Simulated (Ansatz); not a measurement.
Stepwise reaction of `C[Si](C)(O)[SiH3]` with hydrogen, as a gas-phase model of exchange steps in deposition or etching. ΔE in kJ/mol.

Isolated molecules relaxed with PBE0-D4/def2-TZVP in Ansatz; ΔE leaves out vibrations. CCSD(T)/CBS is the MP2 limit (def2-TZVPP, def2-QZVPP) plus CCSD(T) − MP2 in def2-TZVPP, frozen cores. This one scheme is used for every species. Functionals use def2-TZVPP. B3LYP here is the variant with VWN-RPA as its local correlation; programs differ in this. One conformer a species, not always the lowest.

| step | reaction | PBE-D4 | B3LYP-D4 | ωB97M-V | CCSD(T)/CBS |
| --- | --- | --- | --- | --- | --- |
| 1 | `C[Si](C)(O)[SiH3]` + H₂ → `C[SiH](O)[SiH3]` + CH₄ | -15.1 | -21.3 | -18.1 | -18.7 |

(1) Give the row of step 2, `C[SiH](O)[SiH3]` + H₂ → `O[SiH2][SiH3]` + CH₄. (Best estimate.)

(2) By hand: ΔE of the 2 steps together at CCSD(T)/CBS.

Answers

(1) Ansatz gave: 
| step | reaction | PBE-D4 | B3LYP-D4 | ωB97M-V | CCSD(T)/CBS |
| --- | --- | --- | --- | --- | --- |
| 2 | `C[SiH](O)[SiH3]` + H₂ → `O[SiH2][SiH3]` + CH₄ | -18.7 | -23.0 | -19.7 | -19.7 |

(2) (-18.7) + (-19.7) = -38.4 kJ/mol, or -19.2 kJ/mol a step.

In ΔE the steps differ by no more than 1.0 kJ/mol. All are downhill at CCSD(T)/CBS. PBE-D4 differs from CCSD(T)/CBS by 1.0 to 3.6 kJ/mol a step. Isolated molecules leave out the surface, adducts and barriers. Largest T1 diagnostic: 0.012.
